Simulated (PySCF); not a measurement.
Spinor energies of Gd⁴⁴⁺ (gadolinium, charge +44)

Start: [Ar] 3d2; 3d3/2 filled at m_j = +1/2, +3/2. Calculated with PySCF 2.14 in an uncontracted even-tempered set (16 s from 10 bohr⁻², ratio 2.8; 12 p from 13 bohr⁻², ratio 2.8; 8 d from 13 bohr⁻², ratio 2.8; 3 f from 42 bohr⁻², ratio 3): generalised Hartree-Fock with the X2C-1e Hamiltonian and a Gaussian nucleus; one run each with spin-orbit coupling (SO) switched off, then screened by Boettger's factors.

```json
{"spinor shell": "1s1/2", "electrons": "2", "ε, spin-free (eV)": "-53123.0", "ε, screened SO (eV)": "-53111.7", "weight of nominal j (screened SO)": "1.000", "rms radius, screened SO (bohr)": "0.0249"}
{"spinor shell": "2s1/2", "electrons": "2", "ε, spin-free (eV)": "-11004.8", "ε, screened SO (eV)": "-11000.3", "weight of nominal j (screened SO)": "1.000", "rms radius, screened SO (bohr)": "0.1000"}
{"spinor shell": "2p1/2", "electrons": "2", "ε, spin-free (eV)": "-10081.7", "ε, screened SO (eV)": "-10583.6", "weight of nominal j (screened SO)": "1.000", "rms radius, screened SO (bohr)": "0.0855"}
{"spinor shell": "2p3/2", "electrons": "4", "ε, spin-free (eV)": "-10081.7", "ε, screened SO (eV)": "-9863.4", "weight of nominal j (screened SO)": "1.000", "rms radius, screened SO (bohr)": "0.0915"}
{"spinor shell": "3s1/2", "electrons": "2", "ε, spin-free (eV)": "-4114.6", "ε, screened SO (eV)": "-4113.2", "weight of nominal j (screened SO)": "1.000", "rms radius, screened SO (bohr)": "0.246"}
{"spinor shell": "3p1/2", "electrons": "2", "ε, spin-free (eV)": "-3819.0", "ε, screened SO (eV)": "-3948.0", "weight of nominal j (screened SO)": "0.999", "rms radius, screened SO (bohr)": "0.236"}
{"spinor shell": "3p3/2", "electrons": "4", "ε, spin-free (eV)": "-3819.0", "ε, screened SO (eV)": "-3761.9", "weight of nominal j (screened SO)": "1.000", "rms radius, screened SO (bohr)": "0.247"}
{"spinor shell": "3d3/2", "electrons": "2", "ε, spin-free (eV)": "-3530.7", "ε, screened SO (eV)": "-3549.9", "weight of nominal j (screened SO)": "0.996", "rms radius, screened SO (bohr)": "0.213"}
```

| quantity | spin-free | screened SO |
| --- | --- | --- |
| E (hartree) | -9612.18999 | -9620.90861 |
| M_J | 2 | 2 |
| ⟨J²⟩ | 8.000 | 6.025 |
| ⟨L²⟩ | 12.000 | 10.254 |
| ⟨S²⟩ | 2.000 | 1.540 |

Each row is a mean over spinors that exchange with the open shell spreads, by up to 27.663 eV (3p1/2).

Breit and QED terms are absent; they matter most for the inner s and p1/2 levels.

Densities and radii are taken from the X2C orbitals without a picture-change correction, which distorts them close to the nucleus.

Without spin-orbit coupling the j labels of p, d and f shells carry no meaning; the spin-free column gives the mean over the occupied spinors of each nl shell, and its ⟨J²⟩ belongs to a mixture of degenerate components.
